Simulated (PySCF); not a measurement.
# A small calculation by hand: oscillator strength and radiative lifetime

C₄H₇BF₂, SMILES CB(F)/C=C(/C)F.

Geometry: B3LYP-D3(BJ)/def2-SVP. The structure was generated by enumeration; whether it is a known compound was not checked. Other conformers were not sampled.

TDA-LC-ωPBE/def2-SVPD in PySCF 2.14.0 puts the first singlet state with f over 0.02 at 6.51 eV (vertical), with the transition dipole (-1.961, 0.320, -0.293) in atomic units.

**Question.** Find the oscillator strength, the wavelength and the radiative lifetime that this transition would have in vacuum if emission retraced absorption.

**Answer.** 
|μ|² = 4.0338 au, so |μ| = 5.10 D. ΔE = 6.51/27.211 = 0.2392 hartree. f = (2/3) ΔE |μ|² = 0.643 (the program prints 0.644).
λ = 1239.84/6.51 = 190 nm; ν = 52507 cm⁻¹.
Einstein's coefficient A = 0.6670 ν² f s⁻¹ (ν in cm⁻¹) = 1.2e9 s⁻¹, so τ = 1/A = 0.85 ns. This state is S2; the lower singlet has f = 0.002. The figure is the radiative limit of this one transition; relaxation, internal conversion, crossing to triplets and a medium change what is measured.
